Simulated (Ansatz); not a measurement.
```yaml
crystal:
  periodic: [false, false, false]
  atoms:
    - {symbol: Cd, position_ang: [-1.620849, -0.976683, 0.609678]}
    - {symbol: Cd, position_ang: [-1.218089, -3.136956, -1.274267]}
    - {symbol: Cd, position_ang: [0.455833, -1.436434, -2.718885]}
    - {symbol: Cd, position_ang: [1.772972, -2.361960, 0.299749]}
    - {symbol: Cd, position_ang: [0.547898, 0.846492, -1.179932]}
    - {symbol: O, position_ang: [-1.154116, 2.111249, 1.045940]}
    - {symbol: O, position_ang: [0.705322, 1.454977, 1.463690]}
    - {symbol: O, position_ang: [1.401816, 2.035024, 0.471027]}
    - {symbol: O, position_ang: [0.524484, 0.164921, 1.173516]}
    - {symbol: O, position_ang: [-1.415260, 1.299380, 0.109475]}
basis:
  gaussian: {orbitals: def2-TZVP, initial_orbitals: start.molden}
hamiltonian: {xc: {name: wB97X-V}}
scf: {omitted_lower_state_checks: [starts]}
output: {orbitals: {seedname: orbitals}}
```

The file start.molden holds the orbitals of an earlier run on this structure, at another level or in another basis.

```sh
$ ansatz run in.yaml --threads 4 --pin off --events-out ev --progress --plain --max-ram 4787MiB
```

(1) Does this run fit into the memory that it is given?

## Answers

(1) No. It has 355 basis functions, and Ansatz plans for 5.36 GiB where 4.67 GiB are given.
